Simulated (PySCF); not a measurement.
PySCF input for Si(Me)(OH)(SeH)2 (CH6OSe2Si), SMILES [SeH][Si](C)(O)[SeH], TDDFT-CAM-B3LYP/def2-SVPD. Geometry: PBE0-D3(BJ)/def2-SVP. One conformer was computed; it need not be the lowest.

```python
import numpy as np
from pyscf import gto, scf, dft, tdscf

mol = gto.M(
    atom='''
    C     2.35970430    0.24354961   -0.06659211
    Si    0.59406457   -0.24111926   -0.37025940
    O     0.61971643   -1.33809610   -1.61822689
    Se   -0.56139840    1.68410717   -0.82839035
    Se   -0.40401820   -1.32355974    1.38760281
    H     2.44324179    0.88516806    0.82224523
    H     2.76487922    0.78366481   -0.93649775
    H     2.96384314   -0.66205602    0.09420003
    H    -0.23346347   -1.62314813   -1.96015380
    H    -1.86842812    1.04691498   -0.60906647
    H    -0.67876920   -0.07001540    2.10504864
    ''',
    basis='def2-SVPD',
    charge=0,
    spin=0,
    max_memory=1600,
    verbose=4,
)
mf = dft.RKS(mol, xc='cam-b3lyp').density_fit(auxbasis='def2-universal-jkfit')
mf.grids.level = 3
mf.conv_tol = 1e-9
mf.max_cycle = 100
mf.kernel()
mf.grids = dft.Grids(mol).set(level=1).build(with_non0tab=True)  # coarser grid for the response kernel
td = tdscf.TDDFT(mf)
td.singlet = True
td.nstates = 10
td.conv_tol = 1e-4
td.kernel(x0=td.get_init_guess(mf, 15))
td.analyze()
tt = tdscf.TDA(mf)
tt.singlet = False
tt.nstates = 4
tt.conv_tol = 1e-4
tt.kernel(x0=tt.get_init_guess(mf, 9))
tt.analyze(verbose=3)
```

Program output:

```
PySCF version 2.14.0

[INPUT] verbose = 4
[INPUT] num. atoms = 11
[INPUT] num. electrons = 102
[INPUT] charge = 0
[INPUT] spin (= nelec alpha-beta = 2S) = 0
[INPUT] symmetry False subgroup None
[INPUT] Mole.unit = angstrom
[INPUT] Symbol           X                Y                Z      unit          X                Y                Z       unit  Magmom
[INPUT]  1 C      2.359704300000   0.243549610000  -0.066592110000 AA    4.459194861959   0.460242060645  -0.125840849957 Bohr   0.0
[INPUT]  2 Si     0.594064570000  -0.241119260000  -0.370259400000 AA    1.122619337608  -0.455649364758  -0.699688861046 Bohr   0.0
[INPUT]  3 O      0.619716430000  -1.338096100000  -1.618226890000 AA    1.171094327593  -2.528635157349  -3.058005629507 Bohr   0.0
[INPUT]  4 Se    -0.561398400000   1.684107170000  -0.828390350000 AA   -1.060889222769   3.182501315716  -1.565430885733 Bohr   0.0
[INPUT]  5 Se    -0.404018200000  -1.323559740000   1.387602810000 AA   -0.763483747340  -2.501165418101   2.622189280577 Bohr   0.0
[INPUT]  6 H      2.443241790000   0.885168060000   0.822245230000 AA    4.617057839192   1.672725207613   1.553818291930 Bohr   0.0
[INPUT]  7 H      2.764879220000   0.783664810000  -0.936497750000 AA    5.224864493301   1.480911864359  -1.769724263771 Bohr   0.0
[INPUT]  8 H      2.963843140000  -0.662056020000   0.094200030000 AA    5.600851810771  -1.251104556920   0.178012257626 Bohr   0.0
[INPUT]  9 H     -0.233463470000  -1.623148130000  -1.960153800000 AA   -0.441182018391  -3.067305425300  -3.704153844025 Bohr   0.0
[INPUT] 10 H     -1.868428120000   1.046914980000  -0.609066470000 AA   -3.530817430236   1.978382587905  -1.150968819956 Bohr   0.0
[INPUT] 11 H     -0.678769200000  -0.070015400000   2.105048640000 AA   -1.282687889790  -0.132309930502   3.977965408488 Bohr   0.0

nuclear repulsion = 719.052480905016
number of shells = 81
number of NR pGTOs = 331
number of NR cGTOs = 197
basis = def2-SVPD
ecp = {}


[settings echo left out]
init E= -5207.62241288435
  HOMO = -0.295783114106986  LUMO = -0.0350799925227054  gap/eV = 7.09409
cycle= 1 E= -5208.99790633591  delta_E= -1.38  |g|= 0.728  |ddm|= 4.26
  HOMO = -0.271670556005515  LUMO = 0.00172724564726945  gap/eV = 7.43953
cycle= 2 E= -5208.93681956302  delta_E= 0.0611  |g|= 0.947  |ddm|= 2.11
  HOMO = -0.298550201472527  LUMO = 0.010299699381497  gap/eV = 8.40423
cycle= 3 E= -5209.10803800351  delta_E= -0.171  |g|= 0.0927  |ddm|= 1.11
  HOMO = -0.305141904131269  LUMO = 0.0119662793734068  gap/eV = 8.62895
cycle= 4 E= -5209.10982238392  delta_E= -0.00178  |g|= 0.0269  |ddm|= 0.161
  HOMO = -0.305849372388901  LUMO = 0.0113517266626593  gap/eV = 8.63148
cycle= 5 E= -5209.11002843294  delta_E= -0.000206  |g|= 0.00786  |ddm|= 0.0588
  HOMO = -0.30535560782429  LUMO = 0.0116673131841249  gap/eV = 8.62663
cycle= 6 E= -5209.11004338426  delta_E= -1.5e-05  |g|= 0.00108  |ddm|= 0.0147
  HOMO = -0.305331851904632  LUMO = 0.0116696561180327  gap/eV = 8.62605
cycle= 7 E= -5209.11004390027  delta_E= -5.16e-07  |g|= 0.000424  |ddm|= 0.00325
  HOMO = -0.305369078203469  LUMO = 0.0116529119975324  gap/eV = 8.62661
cycle= 8 E= -5209.11004396358  delta_E= -6.33e-08  |g|= 0.000107  |ddm|= 0.000994
  HOMO = -0.305369961441742  LUMO = 0.0116521939429317  gap/eV = 8.62661
cycle= 9 E= -5209.1100439683  delta_E= -4.72e-09  |g|= 4.32e-05  |ddm|= 0.00027
  HOMO = -0.305368527521866  LUMO = 0.0116542725740327  gap/eV = 8.62663
cycle= 10 E= -5209.11004396906  delta_E= -7.54e-10  |g|= 9.12e-06  |ddm|= 0.000104
  HOMO = -0.305369096650993  LUMO = 0.0116535582374486  gap/eV = 8.62663
Extra cycle  E= -5209.11004396909  delta_E= -3.55e-11  |g|= 7.13e-06  |ddm|= 3.04e-05
converged SCF energy = -5209.11004396909
tot grids = 46272


******** <class 'pyscf.tdscf.rks.TDDFT'> for <class 'pyscf.df.df_jk.DFRKS'> ********
nstates = 10 singlet
deg_eia_thresh = 1.000e-03
wfnsym = None
conv_tol = 0.0001
eigh lindep = 1e-12
eigh level_shift = 0
eigh max_cycle = 100


Excitation energies (eV)
[5.16935113 5.28926425 5.84765338 5.97129709 6.4899778  6.54915184
 6.87310258 6.9068446  7.07779308 7.15584493]

** Singlet excitation energies and oscillator strengths **
Excited State   1:      5.16935 eV    239.84 nm  f=0.0044
      50 -> 54        0.17490
      50 -> 56       -0.14521
      51 -> 52        0.50907
      51 -> 53       -0.36919
Excited State   2:      5.28926 eV    234.41 nm  f=0.0004
      50 -> 52        0.47050
      50 -> 53       -0.37214
      50 -> 54        0.10050
      50 -> 55        0.10157
      51 -> 54        0.23265
      51 -> 56       -0.17019
Excited State   3:      5.84765 eV    212.02 nm  f=0.1003
      50 -> 53        0.12847
      50 -> 54       -0.17488
      51 -> 52       -0.32167
      51 -> 53       -0.53373
      51 -> 54        0.14431
Excited State   4:      5.97130 eV    207.63 nm  f=0.0325
      50 -> 52        0.28037
      50 -> 53        0.51234
      50 -> 54        0.16521
      50 -> 63       -0.10372
      51 -> 54        0.27225
Excited State   5:      6.48998 eV    191.04 nm  f=0.0247
      49 -> 52       -0.14513
      49 -> 53        0.11800
      50 -> 52       -0.36307
      51 -> 52        0.12353
      51 -> 54        0.43867
      51 -> 56       -0.24326
      51 -> 57        0.13199
Excited State   6:      6.54915 eV    189.31 nm  f=0.0076
      49 -> 52        0.24435
      50 -> 52       -0.15972
      50 -> 54        0.46653
      50 -> 56       -0.17410
      50 -> 60       -0.10138
      51 -> 52       -0.28013
      51 -> 55        0.14159
      51 -> 58       -0.10961
Excited State   7:      6.87310 eV    180.39 nm  f=0.0069
      49 -> 52       -0.18637
      49 -> 53        0.13036
      50 -> 54        0.26115
      50 -> 55        0.23357
      50 -> 58       -0.12082
      51 -> 55       -0.42072
      51 -> 56        0.14474
      51 -> 60       -0.18329
Excited State   8:      6.90684 eV    179.51 nm  f=0.0123
      49 -> 52        0.37601
      49 -> 53       -0.20172
      50 -> 55       -0.12554
      50 -> 58        0.13017
      51 -> 52        0.10127
      51 -> 55       -0.38745
      51 -> 56       -0.12959
      51 -> 58        0.12821
      51 -> 60       -0.14832
Excited State   9:      7.07779 eV    175.17 nm  f=0.0010
      49 -> 52       -0.11031
      50 -> 53        0.16753
      50 -> 56       -0.23743
      50 -> 62       -0.20935
      51 -> 54       -0.24640
      51 -> 56       -0.41668
      51 -> 58        0.17524
      51 -> 64       -0.15916
Excited State  10:      7.15584 eV    173.26 nm  f=0.0741
      49 -> 52        0.29719
      49 -> 53        0.15968
      50 -> 55        0.21344
      50 -> 56        0.30726
      50 -> 57       -0.11146
      50 -> 58       -0.23428
      50 -> 64        0.12578
      51 -> 55        0.11129
      51 -> 57        0.14311
      51 -> 58        0.15048
      51 -> 62        0.18637

** Transition electric dipole moments (AU) **
state          X           Y           Z        Dip. S.      Osc.
  1         0.0183      0.1821     -0.0372      0.0349      0.0044
  2        -0.0227      0.0513      0.0043      0.0032      0.0004
  3        -0.4994      0.1781     -0.6474      0.7002      0.1003
  4        -0.1337      0.0974      0.4416      0.2223      0.0325
  5         0.3507     -0.1701     -0.0578      0.1553      0.0247
  6         0.0612     -0.1976     -0.0660      0.0471      0.0076
  7        -0.2008     -0.0276     -0.0016      0.0411      0.0069
  8         0.1193     -0.0281      0.2401      0.0726      0.0123
  9        -0.0397      0.0618     -0.0191      0.0058      0.0010
 10         0.0237      0.6050     -0.2368      0.4226      0.0741

** Transition velocity dipole moments (imaginary part, AU) **
state          X           Y           Z        Dip. S.      Osc.
  1         0.0046      0.0348     -0.0054      0.0013      0.0044
  2        -0.0055      0.0111      0.0020      0.0002      0.0005
  3        -0.1092      0.0386     -0.1403      0.0331      0.1026
  4        -0.0305      0.0214      0.0985      0.0111      0.0337
  5         0.0823     -0.0403     -0.0136      0.0086      0.0240
  6         0.0167     -0.0460     -0.0136      0.0026      0.0071
  7        -0.0517     -0.0056      0.0001      0.0027      0.0071
  8         0.0290     -0.0069      0.0623      0.0048      0.0125
  9        -0.0090      0.0159     -0.0066      0.0004      0.0010
 10         0.0060      0.1592     -0.0633      0.0294      0.0745

** Transition magnetic dipole moments (imaginary part, AU) **
state          X           Y           Z
  1        -0.2969     -0.7762     -0.1093
  2        -0.2116     -0.1637      0.0523
  3         0.0042      0.3654      0.1380
  4        -0.3498     -0.0486      0.1364
  5         0.6760     -0.2928     -0.6730
  6         0.4990      0.1923      0.5589
  7         0.6469      0.2593      0.1418
  8         0.4468     -0.1736     -0.0358
  9         0.0553     -0.0667     -0.0122
 10        -0.4917     -0.1517     -0.5358


******** <class 'pyscf.tdscf.rks.TDA'> for <class 'pyscf.df.df_jk.DFRKS'> ********
nstates = 4 triplet
deg_eia_thresh = 1.000e-03
wfnsym = None
conv_tol = 0.0001
eigh lindep = 1e-12
eigh level_shift = 0
eigh max_cycle = 100


Excitation energies (eV)
[4.7771998  4.90663704 5.42811168 5.6018215 ]

** Triplet excitation energies and oscillator strengths **
Excited State   1:      4.77720 eV    259.53 nm  f=0.0000
Excited State   2:      4.90664 eV    252.69 nm  f=0.0000
Excited State   3:      5.42811 eV    228.41 nm  f=0.0000
Excited State   4:      5.60182 eV    221.33 nm  f=0.0000
```

Self-consistency was reached.

Cost: roughly 16 core-minutes.
